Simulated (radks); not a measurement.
Q: Spherical quantum dot in the effective-mass picture: electrons in a parabolic well V = omega^2 r^2 / 2 with omega = 0.258, all in effective atomic units (hartree* = m*/eps^2 hartree, bohr* = eps/m* bohr), one dielectric constant everywhere. Calculated with a radial shooting solver with Libxc functionals: non-relativistic Kohn-Sham, LDA (Slater exchange, Perdew-Wang correlation), spin-polarised, spherical densities. Levels are named by radial order and angular momentum (1s, 1p, 1d, 2s, ...), and open shells are averaged over m. At N = 18 the configuration is 1s2 1p6 1d10. Does electron 19 go into 1f up or 2s up?

A: Into 2s up. The total energies of the other choices lie higher by 0.0811 hartree* (1f up).
